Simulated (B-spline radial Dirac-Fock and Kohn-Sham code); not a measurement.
Z = 77 (iridium), transition energy 233 keV. Model: a Dirac-Hartree-Slater potential of the neutral atom with a Latter tail (no hole, which puts coefficients of high multipoles low close above an edge), finite nucleus with surface currents. Program: a radial B-spline solver. Subshells that would emit electrons below 1 keV are left out.

**Question.** A pure transition shows α(K) = 19.7, L1/L2 = 3.83 and L1/L3 = 0.988. What is its multipolarity?
A. M2
B. E2
C. M4
D. E4
E. M3
F. E1
G. E3
H. M1

**Answer.** C. For comparison, α(K), L1/L2, L1/L3 are E1 0.0386, 5.19, 5.73; E2 0.114, 0.400, 0.656; E3 0.325, 0.124, 0.256; E4 0.943, 0.0823, 0.190; M1 0.467, 10.3, 109; M2 1.95, 7.23, 10.3; M3 6.27, 5.05, 2.29.

Values without a named source are computed, but for edge energies of neutral atoms, which are taken from tables.
